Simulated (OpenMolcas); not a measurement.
Computed levels of 5d⁵ in ions with 73 electrons, in cm-1 above ⁶S_5/2.

```yaml
Program: OpenMolcas
Method: RASSCF
Basis: ANO-R2
Scalar_Hamiltonian: X2C, finite nucleus
Spin-orbit_coupling: state interaction with AMFI integrals over the reference wave functions, term energies averaged over their components
```

Active space for each ion: 11 electrons in 8 orbitals (RAS1 5p, at most 2 holes; RAS2 5d).

```json
{"Level": "⁴G_7/2", "Re2+": "22827", "Os3+": "25325", "Pt5+": "29431", "Au6+": "31313"}
{"Level": "⁴G_11/2", "Re2+": "23535", "Os3+": "26366", "Pt5+": "31241", "Au6+": "33524"}
{"Level": "⁴G_9/2", "Re2+": "24038", "Os3+": "27096", "Pt5+": "32564", "Au6+": "35202"}
{"Level": "⁴P_1/2", "Re2+": "24950", "Os3+": "27944", "Pt5+": "33340", "Au6+": "36005"}
{"Level": "⁴D_7/2", "Re2+": "28211", "Os3+": "31897", "Pt5+": "38904", "Au6+": "42460"}
{"Level": "⁴D_1/2", "Re2+": "30619", "Os3+": "35059", "Pt5+": "43784", "Au6+": "48370"}
{"Level": "²I_11/2", "Re2+": "33492", "Os3+": "37738", "Pt5+": "45646", "Au6+": "49716"}
{"Level": "²I_13/2", "Re2+": "35957", "Os3+": "40958", "Pt5+": "50376", "Au6+": "55173"}
{"Level": "²H_9/2", "Re2+": "40717", "Os3+": "46168", "Pt5+": "56367", "Au6+": "61535"}
```

**Question.** Estimate ⁴G_7/2, ⁴G_11/2 for Ir4+ from its neighbours Os3+ and Pt5+.

**Answer.** ⁴G_7/2 is another term, which grows about linearly with the charge: (25325 + 29431) / 2 = 27378. The calculation gives 27536, so the estimate is off by -0.6 %.
⁴G_11/2 is another term, which grows about linearly with the charge: (26366 + 31241) / 2 = 28804. The calculation gives 28945, so the estimate is off by -0.5 %.

Mixed levels, with the weight of the term that names them: Re2+ ²H_9/2 (58 %), Os3+ ⁴G_7/2 (72 %), Os3+ ⁴P_1/2 (74 %), Os3+ ⁴D_7/2 (74 %), Os3+ ²I_11/2 (75 %), Os3+ ²H_9/2 (57 %), Ir4+ ⁴G_7/2 (66 %), Ir4+ ⁴P_1/2 (72 %), Ir4+ ⁴D_7/2 (69 %), Ir4+ ²I_11/2 (72 %), Ir4+ ²H_9/2 (56 %), Pt5+ ⁴G_7/2 (61 %), Pt5+ ⁴P_1/2 (70 %), Pt5+ ⁴D_7/2 (63 %), Pt5+ ²I_11/2 (70 %), Pt5+ ²H_9/2 (55 %), Au6+ ⁴G_7/2 (57 %), Au6+ ⁴G_11/2 (73 %), Au6+ ⁴P_1/2 (68 %), Au6+ ⁴D_7/2 (57 %), Au6+ ⁴D_1/2 (75 %), Au6+ ²I_11/2 (68 %), Au6+ ²H_9/2 (54 %).

Without dynamic correlation excited terms often stand tens of per cent too high (terms of higher spin than the ground term too low), and those without a measured partner can miss by more than the paired ones. Active for correlation alone: 5p; no level in the range computed is led by a configuration that opens it, so any true level of that kind is missing. Some levels mix across a computed gap that differs much from the measured one, so their mixing is not that of the real levels (holds for Re2+). Levels of configurations outside the active space are missing.
